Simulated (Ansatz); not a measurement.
A nudged elastic band was laid between two geometries of BClH3N + H2S (9 atoms, charge 0, multiplicity 1).

Level of theory: Ansatz, RKS PBE0/def2-SVP.

```yaml
movable_images: 5
climbing_image: yes
spring: 5.0 eV/Å²
optimiser: quadratic models (default)
start_path: through a guess of the saddle point
force_threshold: 0.03 eV/Å
iteration_limit: 60
end_points: relaxed
```

Initial state:

```xyz
9
Properties=species:S:1:pos:R:3
B 0.082 -0.315 -0.191
Cl -0.033 -0.910 1.484
N 1.301 -0.358 -0.845
H 2.151 -0.703 -0.417
H 1.412 -0.024 -1.794
H -0.911 0.097 -0.728
S -0.098 3.036 1.685
H 1.194 2.899 2.052
H -0.374 1.754 2.007
```

Final state:

```xyz
9
Properties=species:S:1:pos:R:3
B 0.129 0.739 -0.419
Cl -0.326 -0.581 3.066
N 1.337 0.154 -0.776
H 1.373 -0.656 -1.381
H 2.243 0.451 -0.439
H -0.914 0.314 -0.849
S -0.035 2.180 0.692
H 1.272 2.358 0.995
H -0.355 0.518 2.366
```

Question: Which bonds break or form, and what moves?

Answer: Bonds broken: B1–Cl2, S7–H9. Bonds formed: B1–S7, Cl2–H9. BClH3N + H2S becomes BH4NS + ClH.

Question: Give the energies along the band, and the barrier.

Answer: It converged. The highest image is number 4 of 0 to 6, 114.5 kJ/mol above the first end and 98.7 kJ/mol above the last; the last end lies 15.8 kJ/mol above the first. The order of the stationary point at the top wasn't checked. The orbitals stay closed-shell, which can raise the energy where a bond breaks towards radicals; this wasn't checked here.

```
image  path coordinate (Å)  energy (kJ/mol)  B1–Cl2 (Å)  S7–H9 (Å)  B1–S7 (Å)
    0                 0.00              0.0        1.78       1.35       3.85
    1                 2.41             -0.3        1.78       1.35       3.80
    2                 4.82             -0.2        1.78       1.35       3.80
    3                 7.23              0.0        1.78       1.35       3.87
    4                 9.64            114.5        2.20       1.52       2.00
    5                10.48             29.8        3.01       2.12       1.85
    6                11.31             15.8        3.75       2.38       1.83
```

Question: What is the geometry of the highest image?

Answer: 
```xyz
9
Properties=species:S:1:pos:R:3:forces:R:3
B 0.086 0.358 0.030 0.00 0.00 0.00
Cl 0.014 -0.517 2.050 0.00 0.00 0.00
N 1.296 0.142 -0.673 0.00 0.00 0.00
H 1.362 -0.692 -1.244 0.00 0.00 0.00
H 2.194 0.393 -0.278 0.00 0.00 0.00
H -0.970 0.008 -0.430 0.00 0.00 0.00
S -0.159 2.182 0.805 0.00 0.00 0.00
H 1.139 2.452 1.072 0.00 0.00 0.00
H -0.239 1.152 1.922 0.00 0.00 0.00
```

The band took 59 iterations and of the order of 14 core-minutes.

The run took 7.4 min on 2 threads of Arm Neoverse V2, with other jobs on the host, peak memory 0.2 GiB.
